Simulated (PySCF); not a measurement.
How methods differ on the excitation energy of In

In [Kr] 4d10 5s2 5p1 (2P) → In [Kr] 4d10 5s1 5p2 (4P), as a difference of total energies. Calculation: PySCF 2.14, in def2-TZVPPD with the def2 core potential (28 electrons); scalar relativity through the core potential. Correlated levels: valence: 4s2 4p6 4d10 frozen; valence and next inner shell: nothing frozen outside the core potential. The calculations carry no spin-orbit coupling.

```csv
method,excitation energy (eV)
UHF,2.886
LDA,4.964
PBE,4.718
PBE0,4.368
r2SCAN,4.292
revPBE,4.611
MN15,4.826
PBEsol,4.681
M06-L,4.907
MP2 (valence),3.512
SCS-MP2 (valence),3.749
MP2 (valence and next inner shell),4.256
SCS-MP2 (valence and next inner shell),4.399
```

Errors of the correlated levels include the incompleteness of this basis and the frozen core.

Problem. Which method comes closest to the reference value, and which is furthest?

Solution. The reference is 4.350 eV (measured; NIST levels, between the centres of gravity of the two terms). Closest: PBE0 (error 0.018 eV); furthest: UHF (error -1.464 eV).
